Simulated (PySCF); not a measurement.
Species: C6H9O2 (doublet state).
Z-matrix (Å and degrees, GFN2-xTB geometry), rows numbered from 1:
```
C 
O   1  1.3249
C   2  1.3792  1  119.66
O   3  1.2154  2  120.87  1    -0.72
C   3  1.4493  2  109.18  1   179.00
C   5  1.3440  3  126.48  2  -178.23
C   6  1.4953  5  120.67  3   178.82
C   6  1.4906  5  124.03  3    -1.46
H   1  1.0755  2  119.93  3    -0.15
H   1  1.0709  2  115.79  3   179.80
H   5  1.0812  3  113.70  2     0.89
H   7  1.0863  6  111.69  5     6.05
H   7  1.0902  6  109.88  5  -114.51
H   7  1.0893  6  110.19  5   127.46
H   8  1.0889  6  110.27  5   132.74
H   8  1.0843  6  111.21  5    10.67
H   8  1.0903  6  109.43  5  -109.16
```

The hyperfine couplings belong to this conformer and change with its torsions.

Identity: `[CH2]OC(=O)C=C(C)C` [radical].

Method: UKS B3LYP, pcH-1 on C H O, non-relativistic, mean-field spin-orbit, GIAO in PySCF. One conformer (not necessarily the lowest) at the GFN2-xTB geometry, without solvent, vibrations or thermal averaging. Couplings are sensitive to structure, and on GFN2-xTB geometries they can be far from those on DFT ones. The SCF solution wasn't tested for stability.

Q: Break the g tensor into its mass correction, gauge correction and orbital-Zeeman/spin–orbit terms.

A: 
| Δg (ppm) | 1 | 2 | 3 |
| --- | --- | --- | --- |
| relativistic mass correction | -171 | -171 | -171 |
| gauge correction | -5 | 42 | 33 |
| orbital Zeeman/spin–orbit | -9 | 413 | 1590 |
| total | -184 | 284 | 1452 |

So g = 2.00213, 2.00260, 2.00377 and g_iso = 2.00284; the tensor is rhombic: the two nearest values differ by 29 % of g3 − g1. Axes: g3 points within 5° of the C1–H10 bond.

Q: At 34.026 GHz, how far is the centre of the isotropic spectrum from where a free electron (g = 2.002319) resonates?

A: B = hν/(g μB) with μB/h = 13.99624 MHz/mT gives 1214.13 mT for the free electron and 1213.82 mT at g_iso, 0.31 mT lower.

Q: What are the electron Larmor frequencies g μB B/h along the three axes at 340 mT?

A: 9.5276, 9.5298, 9.5354 GHz for g1, g2 and g3, a range of 7.8 MHz.

Q: In a frozen sample, at which fields do the three g values resonate at 9.5, 34, 94 and 263 GHz (hyperfine left aside), and which band first spreads them over more than twice a line width of 0.5 mT?

A: 
```json
{"band": "X", "GHz": "9.5", "B(g3) mT": "338.74", "B(g2) mT": "338.94", "B(g1) mT": "339.01", "spread mT": "0.28"}
{"band": "Q", "GHz": "34.0", "B(g3) mT": "1212.33", "B(g2) mT": "1213.03", "B(g1) mT": "1213.32", "spread mT": "0.99"}
{"band": "W", "GHz": "94.0", "B(g3) mT": "3351.72", "B(g2) mT": "3353.68", "B(g1) mT": "3354.46", "spread mT": "2.74"}
{"band": "J", "GHz": "263.0", "B(g3) mT": "9377.70", "B(g2) mT": "9383.16", "B(g1) mT": "9385.36", "spread mT": "7.66"}
```

The spread grows in proportion to the frequency. W band is the first where it exceeds 1.0 mT.

The largest Mulliken spin populations are on C1 (+0.93) and C6 (+0.07). No atom but C1 exceeds +0.15. The angles at C1 add up to 360.0°, so it is planar; its axial dipolar tensor and the negative couplings of its protons fit spin in a p orbital normal to that plane.

The HOMO–LUMO gaps are 3.74 eV among the α and 5.33 eV among the β orbitals.

Hardware: one thread of an Arm Neoverse V2 (shared host). Cost: 93 s (with the writing of density and orbital grids), 0.97 GiB resident at most.
